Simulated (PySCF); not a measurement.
Cu(OH)(PH3) (CuH4OP), SMILES [OH][Cu]<-[PH3], multiplicity 1.

Geometry: PBE0-D3(BJ)/def2-SVP. The multiplicity is an assumed one; no other spin state was optimised. The structure was generated by enumeration; whether it is a known compound was not checked. The values are those of a single conformer.

Level of theory: ωB97X/def2-TZVPD (PySCF).

```
Property                                                                                                       Result
---------------------------------------------------------------------------------------------  ----------------------
total energy                                                                                      -2059.59589 hartree
highest occupied level                                                                                       -8.85 eV
lowest empty level                                                                                            1.08 eV
orbital gap                                                                                                   9.93 eV
dipole moment                                                                                                  6.48 D
quadrupole, principal values (traceless, Buckingham form, about the centre of nuclear charge)   -6.79, 0.14, 6.66 D·Å
mean static polarisability                                                                       56.3 bohr³ (8.35 Å³)
polarisability, principal values                                                               48.3, 48.7, 72.0 bohr³
```
